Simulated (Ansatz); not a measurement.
CrNF₃, 5 atoms. Hardware: 4 threads of Arm Neoverse V2 on a shared host.

Correlated methods freeze 9 core orbitals; core or outer-core shells of Cr are correlated, in sets that lack core-valence functions.

Question: How many basis functions does each of these Ansatz runs have, and roughly what does it cost? MP2/def2-TZVP, charge 0 singlet, energy, from earlier orbitals; PBE0-D4/def2-TZVP, charge 0 singlet, energy, from earlier orbitals; r2SCAN0-D4/def2-TZVP, charge 0 singlet, energy, from earlier orbitals; RPA@PBE/def2-TZVP, charge 0 singlet, energy, from earlier orbitals; PBE-D4/def2-TZVPD, charge -1 doublet, energy, from earlier orbitals; PBE-D4/def2-TZVP, charge 0 triplet at the geometry of the charge 0 singlet, energy, from earlier orbitals; LC-ωPBE/def2-TZVP, charge 0 singlet, energy, from earlier orbitals; r2SCANh-D4/def2-TZVP, charge 0 singlet, energy, from earlier orbitals; PBE0-D4/def2-TZVP, charge 1 doublet at the geometry of the charge 0 singlet, energy, from earlier orbitals; HF/STO-3G, charge 0 singlet, energy; PBE0-D4/def2-SVP, charge -1 doublet at the geometry of the charge 0 singlet, energy with a search over starts; LDA (SPW92)/def2-TZVP, charge 0 singlet, energy, from earlier orbitals.

Answer: Other jobs shared the machine, so times can vary by a factor of up to 3. A dash marks memory too small to be measured apart from the calling script's.

```tsv
run	functions	fitting or Cholesky vectors	wall time	peak host memory (GiB)
HF/STO-3G, charge 0 singlet, energy	38	534	0.15 s	–
LDA (SPW92)/def2-TZVP, charge 0 singlet, energy, from earlier orbitals	169	1052	0.65 s	–
LC-ωPBE/def2-TZVP, charge 0 singlet, energy, from earlier orbitals	169	1052	1.6 s	–
PBE0-D4/def2-TZVP, charge 0 singlet, energy, from earlier orbitals	169	1112	1.7 s	–
RPA@PBE/def2-TZVP, charge 0 singlet, energy, from earlier orbitals	169	1242	2.8 s	–
r2SCANh-D4/def2-TZVP, charge 0 singlet, energy, from earlier orbitals	169	1064	3 s	–
r2SCAN0-D4/def2-TZVP, charge 0 singlet, energy, from earlier orbitals	169	1112	3.1 s	–
PBE-D4/def2-TZVPD, charge -1 doublet, energy, from earlier orbitals	205	1212	3.3 s	–
MP2/def2-TZVP, charge 0 singlet, energy, from earlier orbitals	169	1242	4.6 s	–
PBE-D4/def2-TZVP, charge 0 triplet at the geometry of the charge 0 singlet, energy, from earlier orbitals	169	1052	6 s	–
PBE0-D4/def2-TZVP, charge 1 doublet at the geometry of the charge 0 singlet, energy, from earlier orbitals	169	1112	8.5 s	0.74
PBE0-D4/def2-SVP, charge -1 doublet at the geometry of the charge 0 singlet, energy with a search over starts	87	877	11 s	–
```
